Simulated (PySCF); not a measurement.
Stationary points of MoSe₃

Level of theory: B3LYP/[Mo def2-SVP with ECP28, Se def2-SVP], scalar-relativistic core potentials, density fitting, no spin–orbit coupling, PySCF.

Relaxations began from a few typed shapes. The search is not exhaustive: other isomers or separated fragments can lie lower, and high-lying points may rest on an excited occupation.

Order these stationary points by electronic energy, lowest first, in kJ/mol from the lowest minimum.
A. singlet D3h: Mo–Se 2.276 Å (×3); Se–Mo–Se 120.0° (×3)
B. singlet C3v: Mo–Se 2.262 Å (×3); Se–Mo–Se 108.8° (×3)

B (0.0), A (50.7).

Which of them are minima?

By energy in kJ/mol, 0.0: minimum; 50.7: saddle point, 1 imaginary mode.

Formally Mo is in oxidation state +6, d0. A d0 centre has no lone pair, yet it is C3v rather than trigonal planar: covalent bonding through the d orbitals favours lower symmetry. The polar-tensor charge on Mo, 0.88, is far below the formal one.
